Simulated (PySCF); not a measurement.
## Zirconium: a sound run and one with changed settings

Sound run: Zr [Kr] 4d2 5s2, Zr⁺ [Kr] 4d2 5s1. Calculation: PySCF 2.14, in cc-pVTZ-PP with ECP28MDF; scalar relativity through the core potential. In the sound run the correlated levels freeze 4s2 4p6 outside the core potential. The sound run starts from symmetry-adapted Hartree-Fock orbitals and uses a fine grid where one is needed.

A second run was set up differently.

```csv
species,method,sound run (hartree),changed run (hartree),converged
Zr,MP2,-46.35071,-46.59133,yes
Zr⁺,MP2,-46.12697,-46.35726,yes
```

Ionisation energy of Zr:

```csv
method,sound run (eV),changed run (eV)
UHF,5.184,5.184
MP2,6.088,6.369
SCS-MP2,6.278,6.463
```

Question: What was changed?
A. minimal basis
B. basis contracted for another Hamiltonian
C. too few SCF iterations
D. all electrons correlated in a valence basis

Answer: D. A valence basis has no tight correlating functions, so it recovers only part of the core correlation, and not evenly between atom and ion.
